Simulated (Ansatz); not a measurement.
Reaction (homolysis of the F–In bond): `[OH][In]([F])[Br]` → F• + `[OH][In][Br]`•

Calculated with Ansatz (gas phase, PBE0-D4/def2-TZVP geometries, no zero-point term in ΔE). CCSD(T)/CBS adds triple-zeta CCSD(T) − MP2 to the extrapolated MP2 energy (def2 sets, frozen cores). This one scheme is used for every species, atoms too. DFT in def2-TZVPP. HSE06 is defined as in plane-wave codes. No spin–orbit coupling; open shells (•) take unrestricted orbitals. Spin–orbit coupling would lower the free atoms: a little for F. def2 core potentials past Kr. Bonds to Br, In are less sure, by a few kJ/mol each and by 10 to 20 or more in all where they break to atoms, as the def2 sets lack core-valence functions. Scalar relativity is left out up to krypton. Each species was taken in one conformer, which may not be the lowest.

```
        level  ΔE (kcal/mol)
       PBE-D4          106.2
        HSE06          101.3
CCSD/def2-SVP           98.8
HF/def2-TZVPP           69.0
```

(1) What does CCSD(T)/CBS give? (Best estimate.)

Largest T1 diagnostic among the species: 0.018.

Answers

(1) The calculation gave: +110.0 kcal/mol. The listed levels differ from it by -3.8, -8.7, -11.2, -41.0 kcal/mol.

From PBE to PBE0 (25 % exact exchange), in def2-TZVPP and without D4, ΔE moves by −4.4 kcal/mol: exact exchange takes away binding that semilocal exchange gives to molecules. Leaving LDA and LC-ωPBE aside and taking each functional with its dispersion term where it has one, the values, not all of them listed here, spread over 12.3 kcal/mol, from BHLYP-D4 to ωB97X-V. LDA lies +18.1 kcal/mol from PBE without D4, its usual overbinding. At CCSD(T), def2-SVP lies −10.3 kcal/mol from the extrapolated value and def2-TZVPP −5.5 kcal/mol: correlation converges slowly with the basis, and small sets miss more of it in the bonded molecule than in its fragments.

CCSD(T)/CBS has its own doubt, a few kJ/mol and more with outer-core shells, so smaller differences from it don't rank the levels.
